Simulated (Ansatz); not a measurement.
Reaction (cleavage of the Si–As bond): `O[AsH][SiH3]` + `[BH2][AlH][OH]` → `[BH2][AlH][O][SiH3]` + `O[AsH2]`

Program: Ansatz. Geometries: PBE0-D4/def2-TZVP. ΔE: electronic, gas phase. CBS: MP2 limit from def2 TZ/QZ plus the TZ coupled-cluster correction, frozen cores. DFT in def2-TZVPP. HSE06 is defined as in plane-wave codes. For As outer-core shells are correlated without core-valence functions, which leaves a few kJ/mol of doubt a bond. Scalar relativity is left out up to krypton. One conformer a species, not always the lowest.

CCSD(T)/CBS gives -0.87 eV.

**Question.** Another level gave -0.85 eV. Which?
A. CCSD(T)/def2-TZVPP
B. r2SCANh/def2-TZVPP
C. CAM-B3LYP/def2-TZVPP
D. HSE06/def2-TZVPP

**Answer.** B. r2SCANh -0.85, CAM-B3LYP -0.96, CCSD(T)/def2-TZVPP -0.90, HSE06 -0.75 eV.

Largest T1 diagnostic among the species: 0.012.

From BLYP to BHLYP (50 % exact exchange), in def2-TZVPP and without D4, ΔE moves by −0.18 eV. In def2-TZVPP, CCSD(T) changes the Hartree–Fock value by +0.28 eV (the triples alone add +0.04 eV) and MP2 by +0.27 eV. Leaving LDA and LC-ωPBE aside and taking each functional with its dispersion term where it has one, the values, not all of them listed here, spread over 0.34 eV, from BHLYP-D4 to PBE-D4.
